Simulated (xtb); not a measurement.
xtb input:

```bash
xtb mol.xyz --gfn 1 --sp --chrg 0 --uhf 0
```
mol.xyz:
```
12

C     -2.40572217     0.19589053    -0.10945038
C     -0.98179752     0.36282453     0.41768322
C      0.04623637    -0.30218221    -0.48837562
S      1.76781554    -0.20198827     0.11709108
H     -2.67828148    -0.85968184    -0.18057449
H     -3.12744383     0.68218435     0.54880034
H     -2.51422136     0.63418117    -1.10428319
H     -0.74342541     1.42639086     0.50893567
H     -0.89720017    -0.05886426     1.42168843
H     -0.00028286     0.10515515    -1.49922205
H     -0.14885085    -1.37378329    -0.56566815
H      1.87235736     1.13703297     0.07772288
```

Which total energy does the run end on?

-14.35644 Eh (GFN1-xTB).
